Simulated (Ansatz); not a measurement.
`CNCN` + `C[SeH]` → `C[Se]CN` + CH₃NH₂  (substitution at a C–N bond)

Calculated with Ansatz (gas phase, PBE0-D4/def2-TZVP geometries, no zero-point term in ΔE). CCSD(T)/CBS adds triple-zeta CCSD(T) − MP2 to the extrapolated MP2 energy (def2 sets, frozen cores). DFT in def2-TZVPP. For Se outer-core shells are correlated without core-valence functions, which leaves a few kJ/mol of doubt a bond. Scalar relativity is left out up to krypton. One conformer a species, not always the lowest.

| species | B2PLYP energy (Eh) |
| --- | --- |
| `CNCN` | -190.42624 |
| `C[SeH]` | -2441.65545 |
| `C[Se]CN` | -2536.27739 |
| CH₃NH₂ | -95.81051 |

**Question.** Work out ΔE.

**Answer.** ΔE = (-2536.27739) + (-95.81051) − (-190.42624) − (-2441.65545) = -0.00621 Eh = -16.3 kJ/mol. CCSD(T)/CBS gives -17.7 kJ/mol.

Largest T1 diagnostic among the species: 0.009.

From PBE to PBE0 (25 % exact exchange), in def2-TZVPP and without D4, ΔE moves by +4.1 kJ/mol. In def2-TZVPP, CCSD(T) changes the Hartree–Fock value by −10.2 kJ/mol (the triples alone add −2.3 kJ/mol) and MP2 by −15.7 kJ/mol.
